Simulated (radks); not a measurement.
Question: Neutral zinc, [Ar] 3d10 4s2. Method: non-relativistic Kohn-Sham, exchange-only B88, spin-polarised, spherical densities, point nucleus; computed with a radial shooting solver on a logarithmic mesh with Libxc functionals. Every spin shell is full or empty, so the densities are truly spherical. Functionals are evaluated on that one density, not self-consistently. Rank these exchange functionals by their error against the exact value of the orbitals, and give that value: LDA, B88, PBEsol, PW91, PW86, SOGGA, G96, EV93, APBE, revTPSS, SCAN, r2SCAN.

Answer: Exact: -69.3969 hartree. From best to worst, with 100 (|E| - |E exact|)/|E exact| (equal figures are ties): r2SCAN +0.27, revTPSS -0.39, PW91 +0.42, B88 +0.47, SCAN +0.52, PW86 +0.57, EV93 +0.58, G96 +0.69, APBE +0.89, PBEsol -2.31, SOGGA -2.33, LDA -5.61.
